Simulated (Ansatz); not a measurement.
Born–Oppenheimer molecular dynamics of C$_{5}$H$_{13}$B (19 atoms, charge 0, multiplicity 1). It goes on from the last frame of an earlier run, with new velocities.

These are results of RKS PBE/STO-3G in Ansatz, not measurements.

```
ensemble        : NVT, Nosé–Hoover chain
time step       : 1 fs
steps asked     : 100
set temperature : 500 K
thermostat      : time constant 100 fs, chain length 3 (defaults)
seed            : 897148
```

First frame:

```xyz
19
Properties=species:S:1:pos:R:3
B 1.966 -1.667 -0.816
C 1.210 -0.862 0.296
C -0.085 -0.141 -0.200
C 0.280 0.842 -1.359
C -0.607 0.566 1.065
C -2.183 0.718 1.050
H 1.624 -1.934 -1.865
H 3.049 -2.197 -0.480
H 0.903 -1.522 1.187
H 1.889 -0.056 0.665
H -0.807 -0.945 -0.585
H 1.094 1.542 -1.077
H 0.642 0.274 -2.246
H -0.540 1.451 -1.702
H -0.297 -0.017 1.918
H -0.093 1.532 1.253
H -2.652 -0.338 0.885
H -2.417 1.237 0.169
H -2.598 1.191 1.867
```

Problem. What does the run give?

Solution. All steps were run.

| Quantity | Value |
| --- | --- |
| steps done | 100 |
| time covered | 100 fs |
| mean temperature over the second half | 460 K |
| spread of the potential energy over the second half | 7.6 meV per atom |
| mean potential energy of the second half above the start | 8.2 meV per atom |

The conserved energy stayed within 1.4 meV per atom of its start (net change -0.8 meV per atom), so there is no drift, though single steps change it by up to 24 meV in the whole system, a sign of fast motions only just resolved. A run of 0.1 ps of so small a system gives no equilibrium averages. Limits of this set-up: minimal basis.

Problem. What happens to the structure?

Solution. The same pairs are bonded in the first frame and the last. Pairs count as bonded within 1.25 times the sum of covalent radii (0.12 Å more for H–H). This is one draw of velocities; another would differ in detail.

Problem. How do temperature and energy run in time?

Solution. 
```tsv
time (fs)	T (K)	potential energy less start (eV)	conserved less start (meV/atom)
0.0	500	0.000	0.00
8.0	426	0.150	-0.67
16.0	461	0.087	-0.10
24.0	394	0.233	-0.26
32.0	414	0.189	-0.52
40.0	512	-0.022	-0.63
48.0	394	0.253	-0.32
56.0	440	0.173	0.27
64.0	509	0.014	-0.96
72.0	408	0.275	0.42
80.0	504	0.053	-0.93
88.0	338	0.456	0.24
96.0	489	0.140	-0.19
```

Time of the run: 4.3 min on 1 thread of Arm Neoverse V2, on a shared host, peak memory 0.087 GiB.
